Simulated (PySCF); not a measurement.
C10H12.
Numbering: `[CH3:1][C:2]1=[CH:3]/[CH:4]=[CH:5]\[CH:6]=[CH:7]/[CH:8]=[C:9]\1[CH3:10]` (hydrogens: H11, H12, H13 on C1; H14 on C3; H15 on C4; H16 on C5; H17 on C6; H18 on C7; H19 on C8; H20, H21, H22 on C10)

Structure optimised with GFN2-xTB, isolated species.

(1) List the bond lengths, angles and torsions at this level.

Answers

(1) 
```json
{"bond": "C1–C2, C9–C10", "length (pm)": "150.2", "order": "single"}
{"bond": "C2=C3, C8=C9", "length (pm)": "132.9", "order": "double"}
{"bond": "C3–C4, C7–C8", "length (pm)": "146.5", "order": "single"}
{"bond": "C4=C5, C6=C7", "length (pm)": "132.9", "order": "double"}
{"bond": "C5–C6", "length (pm)": "146.4", "order": "single"}
{"bond": "C2–C9", "length (pm)": "148.5", "order": "single"}
{"bond": "C1–H11 and 5 like bonds", "length (pm)": "108.9", "order": "single"}
{"bond": "C3–H14, C8–H19", "length (pm)": "108.6", "order": "single"}
{"bond": "C4–H15, C7–H18", "length (pm)": "108.5", "order": "single"}
{"bond": "C5–H16, C6–H17", "length (pm)": "108.4", "order": "single"}
```

Bonds in one row agree within 1 pm and their mean is given. Orders are formal, as drawn. A selection of angles:
```json
{"angle": "C1–C2–C3", "degrees": "121.8"}
{"angle": "C1–C2–C9", "degrees": "115.3"}
{"angle": "C3–C2–C9", "degrees": "122.7"}
{"angle": "C2–C3–C4", "degrees": "126.1"}
{"angle": "C3–C4–C5", "degrees": "124.8"}
{"angle": "C4–C5–C6", "degrees": "125.4"}
```

Dihedral angles: C1–C2–C3–C4 180° (antiperiplanar); C2–C3–C4–C5 -61° (synclinal); C3–C4–C5–C6 2° (synperiplanar); C4–C5–C6–C7 58° (synclinal); C5–C6–C7–C8 2° (synperiplanar); C6–C7–C8–C9 -61° (synclinal); C7–C8–C9–C10 180° (antiperiplanar); C1–C2–C9–C8 -118° (anticlinal). The mirror-image conformer, all signs reversed, is as good.

The 10 C–C bonds span 1.329 Å (C2=C3, drawn double) to 1.502 Å (C1–C2, drawn single), a spread of 0.173 Å. Of the pairs four or more bonds apart, C4···C8 is among the closest relative to their van der Waals radii: 3.27 Å, 96 % of the sum of Bondi's values. The 8-membered ring C2–C3–C4–C5–C6–C7–C8–C9 has internal angles of 122.7° to 126.1°; it is puckered, 0.43 Å rms from its mean plane, widest ring torsion 66°.

Point group: C2 (tolerance 0.08 Å). No frequency check. The numbers are those of one conformer.

These are computed values.
